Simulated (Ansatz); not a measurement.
Basis sets compared for 1-ethyl-3-methylimidazolium hexafluoroantimonate, `CCn1cc[n+](C)c1.[F][Sb-]([F])([F])([F])([F])[F]`. The state is a singlet with charge 0. Geometry PBE-D4/def2-SVP. Ansatz on 4 threads of Arm Neoverse V2 on a shared host; times are rough, and most runs start from earlier orbitals.

```xyz
26

C     0.0383    3.2152    1.0397
C    -0.6805    2.2062    0.1503
N     0.2446    1.2610   -0.4947
C     0.8842    1.4212   -1.7132
C     1.6227    0.2817   -1.9300
N     1.4281   -0.5407   -0.8333
C     1.8832   -1.9229   -0.6913
C     0.5907    0.0697    0.0209
H    -0.7032    3.8989    1.4975
H     0.7632    3.8299    0.4681
H     0.5816    2.7076    1.8620
H    -1.4010    1.5832    0.7168
H    -1.2413    2.7068   -0.6641
H     0.7531    2.3179   -2.3257
H     2.2527   -0.0138   -2.7739
H     1.3866   -2.5434   -1.4614
H     1.5597   -2.2896    0.2996
H     2.9839   -1.9696   -0.7976
H     0.2153   -0.3733    0.9538
F    -2.6239   -2.5990    2.7397
Sb   -1.9368   -2.3098    0.9603
F    -1.6684   -4.1971    0.6511
F    -0.0918   -2.1735    1.6994
F    -3.6973   -2.2961    0.1707
F    -1.1300   -1.9164   -0.7914
F    -2.0137   -0.3542    1.2470
```

In the def2 sets Sb takes a core potential; there is no spin–orbit coupling.

Binding counts from free atoms (C triplet, N quartet, H doublet, F doublet, Sb quartet) in the same basis, without a counterpoise term.

```json
{"level": "PBE-D4/def2-SVP", "functions": "277", "energy (Eh)": "-1182.5043", "HOMO (eV)": "-7.35", "LUMO (eV)": "-2.59", "binding per atom (eV)": "4.33", "wall time": "6.5 s"}
{"level": "PBE0-D4/def2-SVP", "functions": "277", "energy (Eh)": "-1182.5325", "HOMO (eV)": "-8.55", "LUMO (eV)": "-1.80", "binding per atom (eV)": "4.18", "wall time": "15 s"}
```

Task: Estimate the rows for PBE-D4/def2-TZVP (with forces), PBE0-D4/def2-TZVP (with forces).

Result: 
```
                          level  functions  energy (Eh)  HOMO (eV)  LUMO (eV)  binding per atom (eV)  wall time
 PBE-D4/def2-TZVP (with forces)        550   -1183.6645      -7.45      -2.91                   4.30       18 s
PBE0-D4/def2-TZVP (with forces)        550   -1183.6810      -8.55      -1.97                   4.15       50 s
```
